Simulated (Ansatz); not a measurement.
Job for Ansatz (an electronic-structure program): R-PBE0/def2-TZVPP on GeH5N (SMILES [NH2][GeH3]), a point of a torsion scan.

Ansatz 0.2 input:
```yaml
crystal:
  periodic: [false, false, false]
  atoms:
    - {symbol: N, position_ang: [1.08095081, -0.12141887, 0.18535211]}
    - {symbol: Ge, position_ang: [-0.69440236, 0.11508785, -0.01791526]}
    - {symbol: H, position_ang: [1.68249119, 0.68095573, 0.08243864]}
    - {symbol: H, position_ang: [1.51839735, -0.92582022, -0.23693327]}
    - {symbol: H, position_ang: [-1.21086859, -0.29200569, -1.37080482]}
    - {symbol: H, position_ang: [-1.37103115, -0.74059916, 1.00506381]}
    - {symbol: H, position_ang: [-0.97435123, 1.55628347, 0.23698917]}
basis:
  gaussian:
    orbitals: def2-TZVPP
hamiltonian:
  xc: {name: PBE0}
scf: {lower_state_search: off}
```

Task: Give the final energy of this run.

Result: -2134.4506 hartree.
